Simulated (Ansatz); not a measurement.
Relaxation of [WO3Cl]- (WClO3⁻) with RKS r2SCAN-D4/def2-SVPD.

```sh
$ ansatz run in.yaml --threads 4 --pin off --events-out ev --progress --plain --max-ram 3916MiB
```

```yaml
crystal:
  periodic: [false, false, false]
  atoms:
    - {symbol: W, position_ang: [0.091580, 0.159630, 0.067130]}
    - {symbol: O, position_ang: [0.032220, 0.018350, 1.765110]}
    - {symbol: O, position_ang: [1.664480, 0.042420, -0.579790]}
    - {symbol: O, position_ang: [-0.810700, 1.468510, -0.548360]}
    - {symbol: Cl, position_ang: [-0.977580, -1.688910, -0.704090]}
basis:
  gaussian: {orbitals: def2-SVPD}
total_charge: -1
hamiltonian: {xc: r2scan, dispersion: d4}
scf: {lower_state_search: "off"}
output: {orbitals: {seedname: orbitals}}
relax: {f_tol: 0.02, max_steps: 100}
```

Run time 13 s (4 threads of Arm Neoverse V1 on a shared host).

Positions (Å) and forces (eV/Å) at steps 1, 2, 3, 4, 5 of 5:

```xyz
5
step=1 energy=-20486.7748 eV
W     0.092    0.160    0.067   -1.418   -2.466   -1.025
O     0.032    0.018    1.765    0.229    0.327    3.373
O     1.664    0.042   -0.580    3.243    0.379   -0.943
O    -0.811    1.469   -0.548   -1.326    3.006   -0.890
Cl   -0.978   -1.689   -0.704   -0.728   -1.246   -0.515
5
step=2 energy=-20487.1930 eV
W     0.034    0.059    0.025    1.076    1.831    0.754
O     0.083    0.105    1.796   -0.160   -0.253   -1.018
O     1.712    0.132   -0.541   -1.019   -0.268    0.204
O    -0.757    1.552   -0.510    0.279   -1.009    0.185
Cl   -1.072   -1.848   -0.769   -0.176   -0.301   -0.125
5
step=3 energy=-20487.2201 eV
W     0.067    0.115    0.048   -0.485   -0.832   -0.344
O     0.073    0.089    1.802    0.074    0.129   -0.113
O     1.715    0.116   -0.552   -0.083    0.128    0.110
O    -0.773    1.546   -0.521    0.155   -0.008    0.106
Cl   -1.082   -1.866   -0.777    0.338    0.582    0.242
5
step=4 energy=-20487.2502 eV
W     0.053    0.091    0.038    0.058    0.099    0.042
O     0.073    0.089    1.792    0.004    0.007   -0.065
O     1.706    0.116   -0.549   -0.062    0.006    0.026
O    -0.768    1.538   -0.518    0.036   -0.049    0.024
Cl   -1.063   -1.833   -0.763   -0.036   -0.063   -0.027
5
step=5 energy=-20487.2506 eV
W     0.053    0.091    0.038    0.004    0.005    0.001
O     0.074    0.091    1.791    0.002    0.003   -0.009
O     1.705    0.118   -0.547   -0.009    0.003    0.006
O    -0.766    1.538   -0.517    0.007   -0.006    0.005
Cl   -1.066   -1.838   -0.765   -0.004   -0.006   -0.002
```

In the def2 sets W takes a core potential; there is no spin–orbit coupling. The relaxation made no stability test and no search for a lower SCF solution.
